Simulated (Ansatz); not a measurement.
One change: `BN[Si](C)(O)F` becomes `C[SiH](O)F`.

Ansatz, PBE0-D4/def2-TZVP geometries, multiplicity 1. Each molecule was computed in one conformer, which needn't be the lowest.

```csv
property,`BN[Si](C)(O)F`
size of the dipole moment (B3LYP/def2-TZVPP) / D,1.83
HOMO energy (PBE0/def2-TZVPP) / eV,-8.85
HOMO–LUMO gap (ωB97M-V/def2-TZVPP) / eV,12.76
LUMO energy (PBE/def2-TZVPP) / eV,-1.24
LUMO energy (B3LYP/def2-TZVPP) / eV,-0.50
size of the dipole moment (PBE/def2-TZVPP) / D,1.94
```

Q: What does the change do to each property? (Best estimate.)

A: Computed: 
| property | `C[SiH](O)F` | shift |
| --- | --- | --- |
| size of the dipole moment (B3LYP/def2-TZVPP) / D | 2.14 | 0.31 |
| HOMO energy (PBE0/def2-TZVPP) / eV | -8.90 | -0.05 |
| HOMO–LUMO gap (ωB97M-V/def2-TZVPP) / eV | 13.32 | 0.56 |
| LUMO energy (PBE/def2-TZVPP) / eV | -0.17 | 1.07 |
| LUMO energy (B3LYP/def2-TZVPP) / eV | 0.32 | 0.82 |
| size of the dipole moment (PBE/def2-TZVPP) / D | 2.10 | 0.16 |

With PBE0 the HOMO falls by 0.05 eV and the LUMO rises by 0.97 eV, so the gap widens by about 1.02 eV. PBE moves the HOMO by -0.01 eV and ωB97M-V by 0.00 eV. Dipoles are sizes alone; their direction can turn.

B3LYP here is the variant with VWN-RPA as its local correlation; programs differ in this.
